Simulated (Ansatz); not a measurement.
C₃H₅O (SMILES [CH2-]C(C)=O), charge -1, singlet, geometry from GFN2-xTB (a gas-phase anion, which may not be bound at this level), atoms displaced at random by about 0.08 Å a coordinate; PBE0/6-31G, gradient (Ansatz, a quantum-chemistry and plane-wave program).

The Ansatz input:
Ansatz 0.2 input:
```yaml
crystal:
  periodic: [false, false, false]
  atoms:
    - {symbol: O, position_ang: [-0.46313052, -0.02091550, 1.37717597]}
    - {symbol: C, position_ang: [-0.11176463, 0.06486681, 0.11165752]}
    - {symbol: C, position_ang: [0.32932530, 1.21079913, -0.59575608]}
    - {symbol: C, position_ang: [0.33571968, -1.24093072, -0.55587497]}
    - {symbol: H, position_ang: [0.92017524, -1.70395661, 0.24394354]}
    - {symbol: H, position_ang: [0.11848767, 2.17866055, -0.20213689]}
    - {symbol: H, position_ang: [0.70814134, 1.29778588, -1.54129927]}
    - {symbol: H, position_ang: [0.84128657, -1.19060017, -1.48488038]}
    - {symbol: H, position_ang: [-0.59373655, -1.72970438, -0.71916920]}
basis:
  gaussian:
    orbitals: 6-31G
hamiltonian:
  xc: pbe0
total_charge: -1
output: {forces: true}
```

Q: What does Ansatz print? Leave out banner, timings and long lists.

A: 
```
Functional definition: PBE0
616 factors; integrals over basis functions are off by at most 2.4e-4 eV
mean field evaluation 1: about -5227.4960 eV, gradient 3.7e1 eV
mean field evaluation 2: about -5225.0626 eV, gradient 5.0e1 eV
mean field evaluation 4: about -5230.7764 eV, gradient 2.0e0 eV
mean field evaluation 8: about -5230.7736 eV, gradient 4.5e-2 eV
mean field -5230.77355557 eV, -192.2273826215 hartree, gradient 8.3e-6 eV, S^2 0.000000; 0 other end points of the search recorded, 0 dependent functions left out
the calculation of the forces begins
reference -5230.77357034 eV, -192.2273831644 hartree; 16, 16 occupied and 30, 30 virtual orbitals, 616 factors
Total energy: -5230.77357034 eV, -192.2273831644 hartree
Atom 0 at    -0.463131    -0.020916     1.377176 Å, force    -0.641925    -0.065676    -1.337399 eV/Å
Atom 1 at    -0.111765     0.064867     0.111658 Å, force     3.149517     2.122821    -0.083631 eV/Å
Atom 2 at     0.329325     1.210799    -0.595756 Å, force    -2.251725    -0.831938     3.124117 eV/Å
Atom 3 at     0.335720    -1.240931    -0.555875 Å, force    -0.987335     0.329170     1.711297 eV/Å
Atom 4 at     0.920175    -1.703957     0.243944 Å, force     0.028108    -0.589942    -0.336423 eV/Å
Atom 5 at     0.118488     2.178661    -0.202137 Å, force    -0.237790     0.868190     0.773824 eV/Å
Atom 6 at     0.708141     1.297786    -1.541299 Å, force     0.990319    -0.716512    -2.759601 eV/Å
Atom 7 at     0.841287    -1.190600    -1.484880 Å, force     0.829668     0.434239    -0.990889 eV/Å
Atom 8 at    -0.593737    -1.729704    -0.719169 Å, force    -0.878837    -1.550353    -0.101293 eV/Å
Dipole moment:     0.163270    -0.393642    -0.574554 e Å
```
